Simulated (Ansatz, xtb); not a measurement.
## C7H11+: which of two isomers lies lower

Structure X: `C[C+]1C=C[C@H](C)C1`, a singlet. Structure Y: `CCC1=C[CH+]CC1`, a singlet. Both are isolated ions in the gas phase, relaxed with B3LYP/def2-SVP; the shapes shown needn't be the lowest conformers.

X (Å):

```xyz
18

C    -0.9658   -1.3348   -2.6273
C    -0.5967   -0.7171   -1.3430
C    -0.5477   -1.3724   -0.0970
C    -0.0822   -0.4851    0.8534
C     0.2264    0.8529    0.2919
C    -0.4051    2.0315    1.0634
C    -0.1801    0.7019   -1.1871
H    -1.5549   -2.2538   -2.5031
H    -1.4768   -0.6255   -3.2965
H    -0.0239   -1.6151   -3.1442
H    -0.8258   -2.4130    0.0775
H     0.0552   -0.7309    1.9120
H     1.3292    0.9691    0.3655
H    -0.0632    2.0439    2.1085
H    -0.1062    2.9820    0.5987
H    -1.5039    1.9696    1.0560
H     0.6102    0.9672   -1.9136
H    -1.0334    1.3565   -1.4530
```

Y (Å):

```yaml
atoms:
  - { symbol: C, position_ang: [-1.4023, -2.0321, 1.4146] }
  - { symbol: C, position_ang: [-0.2773, -1.2473, 0.7443] }
  - { symbol: C, position_ang: [-0.4528, -0.8765, -0.6742] }
  - { symbol: C, position_ang: [-1.5633, -1.1807, -1.4894] }
  - { symbol: C, position_ang: [-1.3494, -0.6638, -2.7521] }
  - { symbol: C, position_ang: [-0.0514, 0.0338, -2.8598] }
  - { symbol: C, position_ang: [0.5567, -0.1057, -1.4581] }
  - { symbol: H, position_ang: [-2.3471, -1.4676, 1.4162] }
  - { symbol: H, position_ang: [-1.1398, -2.2378, 2.4616] }
  - { symbol: H, position_ang: [-1.5731, -3.0008, 0.9210] }
  - { symbol: H, position_ang: [0.6895, -1.7894, 0.8079] }
  - { symbol: H, position_ang: [-0.0570, -0.3062, 1.2901] }
  - { symbol: H, position_ang: [-2.4462, -1.7345, -1.1714] }
  - { symbol: H, position_ang: [-2.0548, -0.7556, -3.5847] }
  - { symbol: H, position_ang: [0.5645, -0.4156, -3.6628] }
  - { symbol: H, position_ang: [-0.1993, 1.0823, -3.1833] }
  - { symbol: H, position_ang: [0.7593, 0.8659, -0.9704] }
  - { symbol: H, position_ang: [1.5299, -0.6306, -1.4520] }
```

Estimate which is lower in electronic energy at CCSD(T)/def2-SVP + ΔMP2/def2-TZVPP, and by roughly how much.

Too close to call at this level: CCSD(T)/def2-SVP + ΔMP2/def2-TZVPP gives E(Y) − E(X) = +0.050 eV.

The same difference at several levels:

```tsv
level	geometry	E(Y) − E(X) (eV)	departure from the last row (eV)	job, with rough time for the two
GFN2-xTB	GFN2-xTB	+0.060	+0.010	optimisation, 0.21 s
HF/STO-3G	GFN2-xTB	+0.043	−0.007	single point, 0.32 s
r2SCAN-D4/def2-SVP	GFN2-xTB	+0.034	−0.016	single point, 3.4 s
B3LYP/def2-SVP	B3LYP/def2-SVP	+0.025	−0.025	optimisation, 53 s
HF/def2-SVP	B3LYP/def2-SVP	+0.046	−0.004	part of the CCSD(T) run
MP2/def2-SVP	B3LYP/def2-SVP	+0.073	+0.023	part of the CCSD(T) run
CCSD(T)/def2-SVP	B3LYP/def2-SVP	+0.065	+0.015	single point
CCSD(T)/def2-SVP + ΔMP2/def2-TZVPP	B3LYP/def2-SVP	+0.050		single point, 70 s
```

As drawn, both hold the same kinds of bond in the same numbers. Structure X has 2 methyl groups, Y 1.

The largest departure from CCSD(T)/def2-SVP + ΔMP2/def2-TZVPP is that of B3LYP/def2-SVP, 0.025 eV. The last row adds to CCSD(T) the change of the MP2 difference between the two basis sets, here −0.015 eV.

With thermal terms from frequencies at re-optimised GFN2-xTB minima (ideal gas, soft modes damped towards free rotors, one conformer each, 298.15 K, 1 atm): on the last row, ΔE + ΔZPE = +0.057, ΔH = +0.051, ΔG = +0.064 eV.

The correlated steps freeze 7 core orbitals. Mirror images aren't counted in ΔG. Programs: Ansatz 0.2.0, xtb 6.7.1; the last row on 4 threads of Arm Neoverse V2 on a shared host.
